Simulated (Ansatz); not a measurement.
Computed with Ansatz on PBE0-D4/def2-TZVP structures; ΔE is electronic, products minus reactants. CCSD(T)/CBS adds triple-zeta CCSD(T) − MP2 to the extrapolated MP2 energy (def2 sets, frozen cores). Functionals use def2-TZVPP. B3LYP here is the variant with VWN-RPA as its local correlation; programs differ in this. One conformer a species, not always the lowest.

Consider the redistribution: `COBCCl` + `C=C(Cl)[SiH2][SiH3]` → `C=C(Cl)BOC` + `[SiH3][SiH2]CCl`.

```csv
level,ΔE (kcal/mol)
r2SCAN-D4,-2.3
B3LYP-D4,-1.9
ωB97X-V,-2.0
ωB97M-V,-2.0
HF/def2-TZVPP,-2.2
CCSD/def2-TZVPP,-1.8
SCS-MP2/def2-QZVPP,-1.7
CCSD/CBS(def2),-1.9
```

Problem. What does CCSD(T)/CBS give? (An estimate is asked.)

Solution. Ansatz gave: -1.8 kcal/mol. The listed levels differ from it by -0.5, -0.1, -0.2, -0.2, -0.4, 0.0, 0.1, -0.1 kcal/mol.

Largest T1 diagnostic among the species: 0.013.
